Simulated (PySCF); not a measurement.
**Electron correlation in C²⁺ (carbon, charge +2)**

[He] 2s2, closed-shell 1S. Computed with PySCF 2.14 in cc-pVTZ-DK (4s3p2d1f, 30 functions), with the spin-free X2C one-electron Hamiltonian (Gaussian nucleus). Frozen: 1s2; 2 electrons correlated.

Total MP2 correlation energy: -42.99 mhartree.

Same-spin part 0.00 and opposite-spin part -42.99 mhartree; SCS-MP2 scales them by 1/3 and 6/5 to -51.59 mhartree.

With two correlated electrons CCSD is exact within the correlated space (frozen core and kept virtual orbitals).

| level | correlation energy (mhartree) |
| --- | --- |
| CCSD | -72.84 |

Diagnostics: T1 = 0.0085, D1 = 0.0120, largest double amplitude 0.155.

Is a single reference adequate?

Not fully. A double-excitation amplitude exceeds 0.15, a sign of near-degeneracy.
